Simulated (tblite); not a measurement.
Compound: C9H7N3Si.
SMILES with atom numbers: `[N:1]#[C:2][C:3]([C:4]#[N:5])=[C:6]([C:7]#[N:8])/[CH:9]=[CH:10]/[CH:11]=[CH:12]/[SiH3:13]` (hydrogens: H14 on C9; H15 on C10; H16 on C11; H17 on C12; H18, H19, H20 on Si13)

The geometry is computed with GFN2-xTB (gas phase).

(1) Give the optimised bond lengths and angles.

Results:

(1) 
```
                        bond  length (Å)   order
                       N1≡C2       1.147  triple
                       C2–C3       1.410  single
                       C3–C4       1.410  single
                       C4≡N5       1.146  triple
                       C3=C6       1.376  double
                       C6–C7       1.419  single
                       C7≡N8       1.145  triple
                       C6–C9       1.429  single
                      C9=C10       1.354  double
                     C10–C11       1.429  single
                     C11=C12       1.343  double
                    C12–Si13       1.883  single
                      C9–H14       1.083  single
                     C10–H15       1.084  single
                     C11–H16       1.083  single
                     C12–H17       1.084  single
Si13–H18, Si13–H19, Si13–H20       1.463  single
```

Bonds in one row agree within 0.01 Å and their mean is given. Orders are formal, as drawn. A selection of angles:
```
       angle  degrees
    N1–C2–C3    179.7
    C2–C3–C4    115.8
    C2–C3–C6    121.8
    C4–C3–C6    122.4
    C3–C4–N5    179.0
    C3–C6–C7    118.2
    C3–C6–C9    122.9
    C7–C6–C9    118.9
    C6–C7–N8    179.2
   C6–C9–C10    123.8
  C9–C10–C11    122.9
 C10–C11–C12    123.8
C11–C12–Si13    124.8
```

Dihedral angles: C2–C3–C6–C7 180° (antiperiplanar); C3–C6–C9–C10 180° (antiperiplanar); C6–C9–C10–C11 180° (antiperiplanar); C9–C10–C11–C12 180° (antiperiplanar); C10–C11–C12–Si13 180° (antiperiplanar).

Of the pairs four or more bonds apart, C2···H14 is among the closest relative to their van der Waals radii: 2.52 Å, 87 % of the sum of Bondi's values. The 8 C–C bonds span 1.343 Å (C11=C12, drawn double) to 1.429 Å (C6–C9, drawn single), a spread of 0.086 Å. Si13 (SiH3 silicon) is tetrahedral (angles from 107.6° to 110.9°). The 13 heavy atoms lie in one plane (0.001 Å rms). All 3 C–N bonds measure 1.145 to 1.147 Å.

Point group: Cs (tolerance 0.08 Å). Its GFN2-xTB frequencies are all real (lowest 35 cm⁻¹). The numbers are those of one conformer.

Hardware: one thread of an Arm Neoverse V1 (shared host). Cost: 0.37 s of wall time. These figures are those of the optimisation.
